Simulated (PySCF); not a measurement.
# Ions at one geometry of [Tl(BH4)2]+

PySCF 2.14.0, RKS PBE0, Tl def2-SVP with ECP60, B def2-SVP, H def2-SVP; non-relativistic Hamiltonian with scalar-relativistic core potentials where named; density fitting; no spin-orbit coupling; singlets restricted, open shells unrestricted. The geometry is relaxed for charge +1, singlet, vacuum:

```xyz
11

Tl    0.0000    0.0000   -0.0129
B     2.2309    0.2049    0.1743
H     3.1429   -0.5640   -0.4479
H     2.5099   -0.1308    1.2979
H     2.3276   -0.7935   -0.7226
H     2.5315    1.2748   -0.2900
B    -2.2309   -0.2043    0.1750
H    -3.1429    0.5625   -0.4498
H    -2.5099    0.1353    1.2975
H    -2.3275    0.7910   -0.7253
H    -2.5315   -1.2758   -0.2857
```

Energies count from the relaxed state; an electron taken off or put on is at rest in vacuum. Charges and spins are Mulliken's.

```tsv
state	energy (eV)	spin squared	charge on Tl1 (e)	spin on Tl1 (e)	dipole about the centre of mass (D)
charge +1, singlet, vacuum	0.00	0.00	0.58	0.00	1.90
charge +2, doublet, vacuum	14.35	0.76	0.79	0.26	1.84
```

**Question.** What does the state charge 0, doublet, vacuum give?

**Answer.** energy (eV) -4.80, spin squared 0.75, charge on Tl1 (e) -0.12, spin on Tl1 (e) 0.95, dipole about the centre of mass (D) 1.89.

With an electron taken off (doublet) the charges change, summed by element, by Tl +0.21 e, B +0.20 e, H +0.59 e. The vertical ionisation energy is 14.35 eV, against −ε(HOMO) = 12.40 eV of the relaxed state. The level lies 2.0 eV too high, as is usual for semilocal functionals and global hybrids, which keep a self-interaction error.

With an electron put on (doublet) the charges change, summed by element, by Tl -0.70 e, B +0.05 e, H -0.35 e. The vertical electron affinity is 4.80 eV, against −ε(LUMO) = 6.50 eV of the relaxed state.

Open shells may have lower solutions than those found.

On relaxing from the template, bonds within or between ligands changed, so the formula names the start rather than the bonding at the end.
